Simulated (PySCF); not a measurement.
H6NSi2, SMILES N([SiH2])[SiH3] (connectivity only; charge and spin as stated), charge +1, multiplicity 1. The structure is a stationary point at PBE0-D3(BJ)/def2-SVP. The multiplicity is an assumed one; other spin states were not compared. The isomer is the one that the SMILES or the coordinates give; other isomers of the formula were not compared.

Computed with PBE0-D3(BJ)/def2-SVP in PySCF.

Harmonic wavenumbers (cm⁻¹): 129, 200, 278, 554, 616, 652, 671, 759, 784, 910, 921, 928, 933, 1049, 1225, 2281, 2308, 2314, 2319, 2376, 3541. Rotational constants (GHz): 28.26, 3.070, 2.867; symmetry number 1.

Task: Work out the zero-point energy and the ideal-gas rigid-rotor harmonic-oscillator thermochemistry at 298.15 K and 1 atm.

Result: ZPE = ½ Σ hcν = ½ × 25751 cm⁻¹ = 36.81 kcal/mol. H − E(el) = 40.88 kcal/mol. Entropy in cal/(mol K): translation 38.91, rotation 24.67, vibration 9.40, total 72.98. G − E(el) = 19.12 kcal/mol. Cp = 21.17 cal/(mol K). Modes under 150 cm⁻¹ make the vibrational entropy uncertain.
